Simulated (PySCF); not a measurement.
## How methods differ on the ionisation energy of Zr+

Zr+ [Kr] 4d2 5s1 (4F) → Zr(2+) [Kr] 4d2 (3F), as a difference of total energies. Computed with PySCF 2.14 in x2c-QZVPPall, with the spin-free X2C one-electron Hamiltonian (Gaussian nucleus). Correlated levels: valence: [Kr] frozen; valence and next inner shell: [Ar] 3d10 frozen. The calculations carry no spin-orbit coupling.

```tsv
method	ionisation energy (eV)	plus first-order spin-orbit estimate	error of that sum (eV)
UHF	12.277	12.267	-0.863
LDA	13.643	13.633	+0.503
PBE	13.396	13.386	+0.256
PBE0	13.175	13.165	+0.035
r2SCAN	13.255	13.245	+0.115
BLYP	13.326	13.316	+0.186
M06-2X	13.034	13.024	-0.106
TPSS	13.103	13.093	-0.037
MP2 (valence)	12.514	12.504	-0.626
SCS-MP2 (valence)	12.356	12.346	-0.784
MP2 (valence and next inner shell)	13.009	12.999	-0.131
SCS-MP2 (valence and next inner shell)	12.778	12.768	-0.362
```

Reference: 13.13 eV (measured; NIST Atomic Spectra Database, ionization energies).

A first-order spin-orbit estimate (lowest level to lowest level, LS coupling) adds -0.010 eV.

Errors of the correlated levels include the incompleteness of this basis and the frozen core.
